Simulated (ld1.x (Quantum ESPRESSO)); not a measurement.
# As (Z = 33): PAW pseudisation with PBEsol, non-relativistic reference atom.

* Element: As (Z = 33)
* Generator: ld1.x (Quantum ESPRESSO) 7.5
* Type: PAW
* Functional: PBEsol
* Relativity: non-relativistic
* Frozen core: [Ar] 3d10
* Valence charge: 5
* Reference configuration: 4s2 4p3
* Partial waves: 4s (bound): rcut 1.45, rcutus 1.70 bohr; 4s channel at 0.15 Ry: rcut 1.45, rcutus 1.70 bohr; 4p (bound): rcut 1.50, rcutus 1.85 bohr; 4p channel at 0.25 Ry: rcut 1.50, rcutus 1.85 bohr
* Local potential: all-electron potential smoothed inside 1.40 bohr (lloc = -1)
* Core correction: a·sin(br)/r model core, default radius (ld1.x builds one for every PAW set, though the input has nlcc=.false.)
* Augmentation charge: PSQ, radius 1.35 bohr

Poles of the logarithmic derivatives, all-electron (AE) and pseudo (PS). s: poles at 1.6 (AE) and 1.6 (PS) Ry. p: poles at 3.0 (AE) and 3.0 (PS) Ry. Test radius 2.01 bohr.

* Cutoffs needed: 10 Ry and 21 Ry (the cutoffs (Ry, on a coarse ladder) from which the occupation-weighted sum of valence levels, in a spherical-Bessel basis at the reference potential, stays within 10 and 1 mRy of its value at 400 Ry)
* Ghost test: no extra level below or beside the all-electron valence levels (s, p, d, f tested) (spherical-Bessel basis up to 400 Ry, 20 bohr box)
* Configuration tests: 1 of 7 tests not solved or not reliable; not counted: 4s1 4p0 (pseudo-atom not self-consistent, printed error -14.8 eV)
* Lowest eigenvalue of the overlap operator: 0.38 (s channel)
* Density cutoff estimated by the generator: 142 Ry
